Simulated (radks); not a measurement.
Values are calculated unless marked as measured or tabulated.
Effect of the nuclear size on neutral chlorine, [Ne] 3s2 3p5. Level of theory: Dirac Kohn-Sham, PBE, spin-unpolarised, spherical densities, finite nucleus; open shells fill j = l - 1/2 first; Fermi nuclear charge, rms radius 3.3654 fm (a radial shooting solver on a logarithmic mesh with Libxc functionals). The rms radius is varied about that value; shifts are against it.

rms radius (fm),total energy shift (eV),density at nucleus (e/bohr^3),1s1/2 shift (meV),2s1/2 shift (meV)
2.8135,-0.00423,3605,-1.78,-0.130
3.1029,-0.00210,3599,-0.884,-0.065
3.3654,0,3593,0.000,0.000
3.5337,0.00144,3590,0.604,0.044
3.7289,0.00319,3586,1.34,0.098

Slopes of the eigenvalues against <r^2> in GHz/fm^2, as finite differences over the two radii next to the reference (eigenvalue slopes, not the field-shift constants of lines): 1s1/2 126, 2s1/2 9.23.
